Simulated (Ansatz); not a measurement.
```yaml
crystal:
  periodic: [false, false, false]
  atoms:
    - {symbol: O, position_ang: [-0.779846, 0.118222, 1.994137]}
    - {symbol: Si, position_ang: [-0.871421, -0.853345, 0.766899]}
    - {symbol: F, position_ang: [-2.226856, -0.806885, 0.087929]}
    - {symbol: O, position_ang: [0.243201, -0.700502, -0.290263]}
    - {symbol: Si, position_ang: [1.059865, 0.381182, -1.250933]}
    - {symbol: Cl, position_ang: [0.752759, 2.314703, -0.504100]}
    - {symbol: H, position_ang: [-0.595068, 1.059072, 1.812395]}
    - {symbol: H, position_ang: [-0.755663, -2.324023, 1.329516]}
    - {symbol: H, position_ang: [0.597586, 0.356427, -2.614532]}
    - {symbol: H, position_ang: [2.577343, 0.161149, -1.145710]}
basis:
  gaussian: {orbitals: x2c-TZVPPall, nuclear_model: gaussian}
hamiltonian: {xc: {name: BHLYP}, dispersion: d4}
output: {forces: true}
```

```sh
$ ansatz run in.yaml --threads 4 --pin off --events-out ev --progress --plain --max-ram 10444MiB
```

Output, abridged:

```
Functional definition: BHLYP
1739 factors; their error is unknown
mean field evaluation 1: about -35232.1303 eV, gradient 6.9e1 eV
mean field evaluation 2: about -35229.9479 eV, gradient 7.7e1 eV
mean field evaluation 4: about -35239.0224 eV, gradient 2.9e0 eV
mean field evaluation 8: about -35239.0346 eV, gradient 1.1e-1 eV
mean field evaluation 16: about -35239.2184 eV, gradient 1.5e-4 eV
mean field -35239.21839806 eV, -1295.0173901285 hartree, gradient 3.5e-5 eV, S^2 0.000000; 0 other end points of the search recorded, 0 dependent functions left out
reference -35239.21859234 eV, -1295.0173972683 hartree; 37, 37 occupied and 238, 238 virtual orbitals, 1739 factors
Total energy: -35239.59108813 eV, -1295.0310862361 hartree
Relativity: scalar
Atom 0 at    -0.779846     0.118222     1.994137 Å, force     0.416468     2.719456     0.661782 eV/Å
Atom 1 at    -0.871421    -0.853345     0.766899 Å, force     0.163351    -4.551860     2.846350 eV/Å
Atom 2 at    -2.226856    -0.806885     0.087929 Å, force    -2.352706     0.482680    -1.291617 eV/Å
Atom 3 at     0.243201    -0.700502    -0.290263 Å, force     2.836246     1.888637    -3.086110 eV/Å
Atom 4 at     1.059865     0.381182    -1.250933 Å, force     0.946676    -0.376469     1.459422 eV/Å
Atom 5 at     0.752759     2.314703    -0.504100 Å, force    -0.054023    -0.646287    -0.198514 eV/Å
Atom 6 at    -0.595068     1.059072     1.812395 Å, force    -0.260970    -1.172363     0.480938 eV/Å
Atom 7 at    -0.755663    -2.324023     1.329516 Å, force    -0.116724     1.716583    -0.525311 eV/Å
Atom 8 at     0.597586     0.356427    -2.614532 Å, force    -0.229178    -0.082510    -0.273878 eV/Å
Atom 9 at     2.577343     0.161149    -1.145710 Å, force    -1.349140     0.022134    -0.073063 eV/Å
Dipole moment:     0.334715     0.207377    -0.322540 e Å
```

It took 2.5 s on 4 threads of an AMD EPYC 9R05 on a shared host, with 1 GiB of host memory at the peak.
